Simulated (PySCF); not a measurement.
# `[C-]#[N+]B1C=CC=CN1SC`, C6H7BN2S

Geometry (Å), atoms numbered from 1 in this order:
```xyz
17

C     1.4162    3.4728   -0.5231
N     0.8234    2.4782   -0.3122
B     0.0761    1.2544   -0.0902
C    -1.3315    1.0084   -0.5751
C    -1.9061   -0.2114   -0.3142
C    -1.2048   -1.2278    0.3885
C     0.0714   -1.0146    0.8295
N     0.7185    0.1719    0.6194
S     2.3104    0.3324    1.2931
C     3.3065    0.1143   -0.1896
H    -1.9045    1.7638   -1.1189
H    -2.9268   -0.4301   -0.6460
H    -1.6729   -2.1926    0.5876
H     0.6373   -1.7729    1.3752
H     4.3514    0.1444    0.1537
H     3.1420    0.9353   -0.9011
H     3.1120   -0.8597   -0.6603
```

Method used: TDDFT CAM-B3LYP/aug-cc-pVDZ excited states, vertical, gas phase (PySCF). Geometry: PBE0-D3(BJ)/def2-SVP.

(1) How strongly do the lowest singlets absorb one photon, and two photons of half the energy?

## Answers

(1) δ for parallel linear polarisation; σ at the peak of a Lorentzian of half width 0.1 eV, single beam; Ω is circular over linear.
| state | E (eV) | f | photon λ (nm) | δ (au) | σ (GM) | Ω | main |
| --- | --- | --- | --- | --- | --- | --- | --- |
| S1 | 4.74 | 0.166 | 523 | 101 | 0.83 | 0.30 | HOMO→LUMO 0.93 |
| S2 | 5.02 | 0.011 | 494 | 5.82 | 0.05 | 1.50 | HOMO−1→LUMO 0.44, HOMO−1→LUMO+6 0.12 |
| S3 | 5.42 | 0.004 | 458 | 44 | 0.47 | 0.38 | HOMO−1→LUMO 0.51, HOMO−1→LUMO+6 0.09 |
| S4 | 5.71 | 0.138 | 434 | 125 | 1.50 | 1.00 | HOMO→LUMO+2 0.50, HOMO→LUMO+3 0.29 |
| S5 | 5.83 | 0.007 | 425 | 65.6 | 0.82 | 1.45 | HOMO→LUMO+1 0.46, HOMO→LUMO+2 0.19 |
| S6 | 6.15 | 0.007 | 403 | 27.5 | 0.38 | 0.54 | HOMO−1→LUMO+2 0.44, HOMO−1→LUMO+3 0.30 |

Among these, the strongest one-photon state is S1, the strongest two-photon state S4, with a dipole change of 1.3 D (relaxed, norm of the difference vector).
